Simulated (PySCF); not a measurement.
PySCF 2.14 output of an unrestricted PBE calculation on a single atom or ion in aug-cc-pV(5+d)Z (8s7p6d4f3g2h, 136 functions), with no relativity, point nucleus:

```
SCF conv_tol = 1e-09
number electrons alpha = 6  beta = 5
    J. P. Perdew, K. Burke, and M. Ernzerhof.,  Phys. Rev. Lett. 77, 3865 (1996)
    J. P. Perdew, K. Burke, and M. Ernzerhof.,  Phys. Rev. Lett. 78, 1396 (1997)
    J. P. Perdew, K. Burke, and M. Ernzerhof.,  Phys. Rev. Lett. 77, 3865 (1996)
    J. P. Perdew, K. Burke, and M. Ernzerhof.,  Phys. Rev. Lett. 78, 1396 (1997)
cycle= 1 E= -241.321984970297  delta_E= -0.00645  |g|= 0.0217  |ddm|= 14.2
cycle= 2 E= -241.322028913964  delta_E= -4.39e-05  |g|= 0.0145  |ddm|= 0.811
cycle= 3 E= -241.322052297013  delta_E= -2.34e-05  |g|= 0.000313  |ddm|= 0.507
cycle= 4 E= -241.322052313281  delta_E= -1.63e-08  |g|= 2.58e-05  |ddm|= 0.00532
cycle= 5 E= -241.322052313372  delta_E= -9.05e-11  |g|= 5.2e-07  |ddm|= 0.000788
converged SCF energy = -241.322052313372  <S^2> = 0.7500337  2S+1 = 2.0000337
```

The run itself started from symmetry-adapted Hartree-Fock orbitals and held the occupation by maximum overlap, on a logarithmic radial grid, so the iterations belong to that start.

Q: Which element, charge and spin multiplicity is this?

A: Al²⁺ (aluminium, charge +2), multiplicity 2; the state was [Ne] 3s1, 2S determinant.
